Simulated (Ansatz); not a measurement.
Start from `C#CC([SiH3])[SiH3]` and change one atom or group to get `BOC([SiH3])[SiH3]`.

Ansatz, PBE0-D4/def2-TZVP geometries, multiplicity 1. Each molecule was computed in one conformer, which needn't be the lowest.

```json
{"property": "HOMO–LUMO gap (PBE0/def2-TZVPP) / eV", "`C#CC([SiH3])[SiH3]`": "7.53"}
{"property": "HOMO–LUMO gap (ωB97M-V/def2-TZVPP) / eV", "`C#CC([SiH3])[SiH3]`": "11.28"}
{"property": "LUMO energy (PBE0/def2-TZVPP) / eV", "`C#CC([SiH3])[SiH3]`": "0.11"}
{"property": "size of the dipole moment (ωB97M-V/def2-TZVPP) / D", "`C#CC([SiH3])[SiH3]`": "0.51"}
{"property": "HOMO–LUMO gap (PBE/def2-TZVPP) / eV", "`C#CC([SiH3])[SiH3]`": "5.58"}
{"property": "LUMO energy (PBE/def2-TZVPP) / eV", "`C#CC([SiH3])[SiH3]`": "-0.71"}
```

(1) Give the same properties after the change, and the shifts. (Estimate.)

Results:

(1) The calculation gave: 
```csv
property,`BOC([SiH3])[SiH3]`,shift
HOMO–LUMO gap (PBE0/def2-TZVPP) / eV,7.60,0.07
HOMO–LUMO gap (ωB97M-V/def2-TZVPP) / eV,11.66,0.38
LUMO energy (PBE0/def2-TZVPP) / eV,-0.59,-0.70
size of the dipole moment (ωB97M-V/def2-TZVPP) / D,1.27,0.76
HOMO–LUMO gap (PBE/def2-TZVPP) / eV,5.41,-0.17
LUMO energy (PBE/def2-TZVPP) / eV,-1.58,-0.87
```

With PBE0 the HOMO falls by 0.76 eV and the LUMO falls by 0.70 eV, so the gap widens by about 0.06 eV. PBE moves the HOMO by -0.70 eV and ωB97M-V by -0.80 eV. Dipoles are sizes alone; their direction can turn.
